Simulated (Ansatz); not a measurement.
Species: C$_{5}$H$_{9}$B, SMILES `B/C=C/C(=C)C` (charge 0, multiplicity 1).

Give a relaxed geometry from CAM-B3LYP-D3(BJ)/def2-TZVP (Ansatz, a program for electronic structure).

One answer among several that fit: the end point of this relaxation, one of several conformers (outside a Z-matrix the atoms follow the SMILES, hydrogens last).
Cartesian coordinates (Å) in one orientation:
```xyz
15

B      2.718    -0.001    -1.173
C      1.402    -0.360    -0.495
C      0.333     0.450    -0.597
C     -0.984     0.238    -0.006
C     -1.933     1.150    -0.210
C     -1.225    -0.996     0.808
H      3.677    -0.705    -1.096
H      2.791     1.013    -1.799
H      1.296    -1.273     0.083
H      0.437     1.364    -1.175
H     -2.926     1.042     0.205
H     -1.739     2.036    -0.801
H     -0.545    -1.041     1.660
H     -2.247    -1.021     1.182
H     -1.054    -1.895     0.214
```
